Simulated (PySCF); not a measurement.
# O²⁺: excitation energy

O²⁺ [He] 2s2 2p2 (3P) → O²⁺ [He] 2s1 2p2 3s1 (5P), as a difference of total energies. Computed with PySCF 2.14 in aug-cc-pCVTZ-DK, with the spin-free X2C one-electron Hamiltonian (Gaussian nucleus). Correlated levels: valence and next inner shell: nothing frozen. The calculations carry no spin-orbit coupling.

```tsv
method	excitation energy (eV)
UHF	39.868
MP2 (valence and next inner shell)	41.513
SCS-MP2 (valence and next inner shell)	41.947
CCSD (valence and next inner shell)	41.922
CCSD(T) (valence and next inner shell)	41.961
```

Task: How much does correlation contribute at CCSD(T) (valence and next inner shell)?

Result: 41.961 − (39.868) = 2.093 eV, measured against UHF.

The promoted electron is Rydberg-like, and one or two diffuse shells describe it only roughly, which tends to raise the upper state.
